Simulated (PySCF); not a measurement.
# Worked example: oscillator strength and radiative lifetime

Ga(Br)(Me)(NH2) (CH₅BrGaN), SMILES [NH2][Ga]([CH3])[Br].

Geometry optimised at TPSSh-D3(BJ)/def2-SVP. The structure was generated by enumeration; whether it is a known compound was not checked. One conformer was computed; it need not be the lowest.

PySCF with TDA-CAM-B3LYP/def2-SVPD puts the first singlet state with f over 0.02 at 6.43 eV (vertical), with the transition dipole (0.073, 0.468, -0.193) in atomic units.

Q: Find the oscillator strength, the wavelength and the radiative lifetime that this transition would have in vacuum if emission retraced absorption.

A: 
|μ|² = 0.2616 au, so |μ| = 1.30 D. ΔE = 6.43/27.211 = 0.2363 hartree. f = (2/3) ΔE |μ|² = 0.041 (the program prints 0.041).
λ = 1239.84/6.43 = 193 nm; ν = 51861 cm⁻¹.
Einstein's coefficient A = 0.6670 ν² f s⁻¹ (ν in cm⁻¹) = 7.4e7 s⁻¹, so τ = 1/A = 14 ns. This state is S3; the lower singlets have f = 0.017, 0.004. The figure is the radiative limit of this one transition; relaxation, internal conversion, crossing to triplets and a medium change what is measured.
